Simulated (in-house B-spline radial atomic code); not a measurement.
Spin-orbit splittings of orbital energies (j = l + 1/2 less j = l - 1/2) and ratios of mean radii (lower j over upper j) along the 42-electron series, configuration [Kr] 4d6. Computed with a B-spline radial code for spherical atoms: Dirac-Hartree-Fock, average of the configuration, finite nuclei.

```
  ion   Z  splitting of 2p (eV)  radius ratio of 2p  splitting of 3d (eV)  radius ratio of 3d  splitting of 4p (eV)  radius ratio of 4p
Eu21+  63                649.81             0.92212                 29.28             0.98287                35.182              0.9627
Gd22+  64                 697.7             0.91945                31.687             0.98232                38.523             0.96163
Tb23+  65                     ?                   ?                     ?                   ?                     ?                   ?
Dy24+  66                     ?                   ?                     ?                   ?                     ?                   ?
Ho25+  67                858.75             0.91111                39.814             0.98063                50.025             0.95826
Er26+  68                918.69             0.90821                42.847             0.98005                54.396             0.95707
Tm27+  69                     ?                   ?                     ?                   ?                     ?                   ?
Yb28+  70               1048.83             0.90225                49.436             0.97885                64.027             0.95461
Lu29+  71               1119.35             0.89917                53.006             0.97823                69.317             0.95333
Hf30+  72               1193.72             0.89604                56.769             0.97761                74.946             0.95202
Ta31+  73               1272.13             0.89284                60.731             0.97697                 80.93             0.95068
```

Problem. Fill in the row of Tb23+.

Solution. splitting of 2p (eV): 748.4; radius ratio of 2p: 0.91673; splitting of 3d (eV): 34.24; radius ratio of 3d: 0.98177; splitting of 4p (eV): 42.102; radius ratio of 4p: 0.96054.

Problem. Fill in the row of Dy24+.

Solution. splitting of 2p (eV): 802.03; radius ratio of 2p: 0.91395; splitting of 3d (eV): 36.948; radius ratio of 3d: 0.98121; splitting of 4p (eV): 45.932; radius ratio of 4p: 0.95941.

Problem. Fill in the row of Tm27+.

Solution. splitting of 2p (eV): 982; radius ratio of 2p: 0.90526; splitting of 3d (eV): 46.052; radius ratio of 3d: 0.97945; splitting of 4p (eV): 59.058; radius ratio of 4p: 0.95586.

Problem. With what power of Z does the column «splitting of 2p (eV)» change over this range?

Solution. A fit of the logarithm of its size against log Z from Z = 63 to 73 has slope 4.56. An unscreened hydrogenic electron would give 4 at low Z; screening makes the apparent power larger near the neutral end, and relativity raises it again at high Z.
